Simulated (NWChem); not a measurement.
System: SiHBrCl2; SMILES Cl[SiH](Br)Cl

Excerpt of the output:

```
             Northwest Computational Chemistry Package (NWChem) 7.3.0
             --------------------------------------------------------

 CS  symmetry detected

                             Geometry "geometry" -> ""
                             -------------------------

 Output coordinates in angstroms (scale by  1.889725989 to convert to a.u.)

  No.       Tag          Charge          X              Y              Z
 ---- ---------------- ---------- -------------- -------------- --------------
    1 Si                  14.0000     0.53914179    -0.50243897     0.00000000
    2 Cl                  17.0000    -0.19377460    -1.43461833     1.66875600
    3 Cl                  17.0000    -0.19377460    -1.43461833    -1.66875600
    4 Br                  35.0000    -0.08496282     1.61111661     0.00000000
    5 H                    1.0000     2.01404999    -0.57791234     0.00000000

 Effective nuclear repulsion energy (a.u.)     485.0927952975

      Symmetry information
      --------------------

 Group name             Cs
 Group number              2
 Group order               2
 No. of unique centers     4

  pbe96 is a nonlocal functional; adding pw91lda local functional.

                                 NWChem DFT Module
                                 -----------------

 Summary of "ao basis" -> "ao basis" (spherical)
 ------------------------------------------------------------------------------
       Tag                 Description            Shells   Functions and Types
 ---------------- ------------------------------  ------  ---------------------
 Si                         def2-svp                 8       18   4s3p1d
 Cl                         def2-svp                 8       18   4s3p1d
 Br                         def2-svp                12       32   5s4p3d
 H                          def2-svp                 3        5   2s1p

      Symmetry analysis of basis
      --------------------------

        a'         57
        a"         34

            General Information
            -------------------
          SCF calculation type: DFT
          Wavefunction type:  closed shell.
          No. of atoms     :     5
          No. of electrons :    84
           Alpha electrons :    42
            Beta electrons :    42
          Charge           :     0
          Spin multiplicity:     1
          Use of symmetry is: on ; symmetry adaption is: on
          Maximum number of iterations: 150
          AO basis - number of functions:    91
                     number of shells:    39
          Convergence on energy requested:  1.00D-06
          Convergence on density requested:  1.00D-05
          Convergence on gradient requested:  5.00D-04

              XC Information
              --------------
          PerdewBurkeErnzerhof Exchange Functional  1.000
            Perdew 1991 LDA Correlation Functional  1.000 local
           PerdewBurkeErnz. Correlation Functional  1.000 non-local

             Grid Information
             ----------------
          Grid used for XC integration:  medium
          Radial quadrature: Mura-Knowles
          Angular quadrature: Lebedev.
          Tag              B.-S. Rad. Rad. Pts. Rad. Cut. Ang. Pts.
          ---              ---------- --------- --------- ---------
          Si                  1.10       88           8.0       590
          Cl                  1.00       88          10.0       590
          Br                  1.15      112           9.0       590
          H                   0.35       45           9.0       434
          Grid pruning is: on
          Number of quadrature shells:   333
          Spatial weights used:  Erf1

      Superposition of Atomic Density Guess
      -------------------------------------

 Sum of atomic energies:       -3779.97067026

      Non-variational initial energy
      ------------------------------

 Total energy =   -3780.895367
 1-e energy   =   -6221.367576
 2-e energy   =    1955.379414
 HOMO         =      -0.381250
 LUMO         =       0.062319

      Symmetry analysis of molecular orbitals - initial
      -------------------------------------------------

  Numbering of irreducible representations:

     1 a'          2 a"

  Orbital symmetries:

     1 a'          2 a'          3 a"          4 a'          5 a'
     6 a'          7 a'          8 a"          9 a'         10 a"
    11 a'         12 a'         13 a"         14 a'         15 a'
    16 a"         17 a"         18 a'         19 a'         20 a"
    21 a'         22 a'         23 a"         24 a'         25 a'
    26 a'         27 a"         28 a'         29 a"         30 a'
    31 a"         32 a'         33 a'         34 a"         35 a'
    36 a'         37 a"         38 a'         39 a"         40 a'
    41 a"         42 a'         43 a'         44 a"         45 a'
    46 a'         47 a'         48 a'         49 a'         50 a"
    51 a"         52 a'

   convergence    iter        energy       DeltaE   RMS-Dens  Diis-err
 ---------------- ----- ----------------- --------- --------- ---------
 d= 0,ls=0.0,diis     1  -3783.0948743760 -4.27D+03  1.95D-02  8.40D-01
 d= 0,ls=0.0,diis     2  -3782.9408392816  1.54D-01  1.45D-02  1.67D+00
 d= 0,ls=0.0,diis     3  -3783.1738455073 -2.33D-01  3.02D-03  6.79D-02
 d= 0,ls=0.0,diis     4  -3783.1842169405 -1.04D-02  6.14D-04  1.39D-03
 d= 0,ls=0.0,diis     5  -3783.1844112202 -1.94D-04  1.80D-04  1.75D-04
  Resetting Diis
 d= 0,ls=0.0,diis     6  -3783.1844346587 -2.34D-05  4.75D-05  1.46D-05
 d= 0,ls=0.0,diis     7  -3783.1844360261 -1.37D-06  2.79D-05  8.52D-07
 d= 0,ls=0.0,diis     8  -3783.1844359015  1.25D-07  1.62D-05  1.77D-06
 d= 0,ls=0.0,diis     9  -3783.1844361665 -2.65D-07  1.29D-06  1.64D-08

         Total DFT energy =    -3783.184436166499
      One electron energy =    -6221.327599652150
           Coulomb energy =     2121.311138808866
    Exchange-Corr. energy =     -168.260770620750
 Nuclear repulsion energy =      485.092795297534

[...]
```

Level: PBE/def2-SVP, vertical spin-unrestricted ions. All runs use the structure optimised with PBE0/def2-SVP.

Task: Which NWChem input produces such a log?

Result: Several could match; the one computed here: the input that was run:
```
start job
memory heap 200 mb stack 900 mb global 1100 mb
geometry units angstroms noautoz
  Si     0.530441     0.480705     0.000000
  Cl    -0.191019     1.421779     1.668756
  Cl    -0.191019     1.421779    -1.668756
  Br    -0.119468    -1.625059     0.000000
  H      2.006162     0.538133     0.000000
end
basis spherical
  * library def2-svp
end
dft
  xc xpbe96 cpbe96
  iterations 150
  vectors input atomic output neutral.movecs
end
task dft energy
charge 1
dft
  odft
  mult 2
  vectors input atomic output cation.movecs
end
task dft energy
```
